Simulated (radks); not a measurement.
Values are calculated unless marked as measured or tabulated.
Spherical quantum dot in the effective-mass picture: electrons in a hard-walled sphere of radius 1.57, with a point charge +2 (a donor) at the centre, all in effective atomic units (hartree* = m*/eps^2 hartree, bohr* = eps/m* bohr), one dielectric constant everywhere. Level of theory: non-relativistic Kohn-Sham, PBE, spin-polarised, spherical densities (a radial shooting solver with Libxc functionals). Levels are named by radial order and angular momentum (1s, 1p, 1d, 2s, ...), and open shells are averaged over m. Results are scaled to m* = 0.029 and eps = 10.4, for which hartree* = 7.296 meV and bohr* = 18.98 nm. Each electron was tried in the lowest free levels, single moves between levels near the top were tried too, and the lowest total energy was kept; such a search can miss a lower state. At N = 1 the Hartree and exchange-correlation terms need not cancel, so that row can carry a self-interaction error.

N	open shells	2S	addition energy mu(N+1) - mu(N) (meV)	e(HOMO) (meV)	rms radius (nm)
1	1s(up 1, down 0)	1	10.54	-8.6064	12.49
2	none	0	28.85	1.6039	13.17
3	1p(up 1, down 0)	1	6.025	29.664	15.06
4	1p(up 2, down 0)	2	6.318	35.893	15.98
5	1p(up 3, down 0)	3	8.529	42.272	16.57
6	1p(up 3, down 1)	2	5.901	50.489	17.00
7	1p(up 3, down 2)	1	6.150	56.558	17.33
8	none	0	24.78	62.767	17.60
9	1d(up 1, down 0)	1	5.815	87.328	17.98
10	1d(up 2, down 0)	2	5.875	93.179	18.28
11	1d(up 3, down 0)	3	5.908	99.074	18.54
12	1d(up 4, down 0)	4	5.927	104.99	18.75
13	1d(up 5, down 0)	5	7.757	110.93	18.94
14	1d(up 5, down 0) 2s(up 1, down 0)	6	5.807	119.41	18.93
15	1d(up 5, down 2)	3	5.743	124.37	19.26
16	1d(up 5, down 3)	2	5.818	130.17	19.40
17	1d(up 5, down 4)	1	5.839	136.00	19.52
18	none	0	8.407	141.85	19.64
19	2s(up 1, down 0)	1	9.133	151.05	19.60
20	none	0	21.49	160.24	19.55
21	1f(up 1, down 0)	1	5.655	180.78	19.68
22	1f(up 2, down 0)	2	5.668	186.44	19.81
23	1f(up 3, down 0)	3	5.677	192.12	19.92
24	1f(up 4, down 0)	4	5.683	197.80	20.03
25	1f(up 5, down 0)	5	-	203.48	20.13

All shells are closed at N = 2, 8, 18, 20 (there: 1s2 1p6 1d10 2s2); the second difference of the energy has clear peaks (12 % above both neighbours; the first and last values, which can be the largest, are not judged, and half-filled shells can peak too) at N = 2, 5, 8, 13, 20.
